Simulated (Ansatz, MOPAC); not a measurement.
System: SiI₂F, charge 0, multiplicity 2. SMILES: F[Si](I)I

Atoms: F1, Si2, I3, I4. Bonds: F1-Si2, Si2-I3, Si2-I4.

Bond lengths (Å) and angles (degrees) optimised at PM6 with MOPAC; PM7 with MOPAC; HF/6-31G* with LANL2DZ past Ar with Ansatz (a quantum-chemistry and plane-wave program); MP2/6-31G* with LANL2DZ past Ar with Ansatz, each started from the B3LYP-D3(BJ)/def2-TZVP structure (Ansatz) of the last column. A row stands for all coordinates that are equal there. 6-31G* holds six Cartesian d functions. No wavenumbers were computed at MP2/6-31G* with LANL2DZ past Ar, so these may be saddle points.

```json
[
 {"coordinate": "F1-Si2", "PM6": "1.595", "PM7": "1.552", "HF/6-31G* with LANL2DZ past Ar": "1.585", "MP2/6-31G* with LANL2DZ past Ar": "1.616", "B3LYP-D3(BJ)/def2-TZVP": "1.602"},
 {"coordinate": "Si2-I3", "PM6": "2.246", "PM7": "2.301", "HF/6-31G* with LANL2DZ past Ar": "2.461", "MP2/6-31G* with LANL2DZ past Ar": "2.457", "B3LYP-D3(BJ)/def2-TZVP": "2.469"},
 {"coordinate": "F1-Si2-I3", "PM6": "116.0", "PM7": "117.6", "HF/6-31G* with LANL2DZ past Ar": "107.3", "MP2/6-31G* with LANL2DZ past Ar": "107.6", "B3LYP-D3(BJ)/def2-TZVP": "107.5"},
 {"coordinate": "I3-Si2-I4", "PM6": "128.0", "PM7": "124.9", "HF/6-31G* with LANL2DZ past Ar": "113.9", "MP2/6-31G* with LANL2DZ past Ar": "114.6", "B3LYP-D3(BJ)/def2-TZVP": "112.9"}
]
```

Mean signed difference of all 3 bond lengths from B3LYP-D3(BJ)/def2-TZVP: PM6 -0.151 Å, PM7 -0.129 Å, HF/6-31G* with LANL2DZ past Ar -0.011 Å, MP2/6-31G* with LANL2DZ past Ar -0.004 Å.
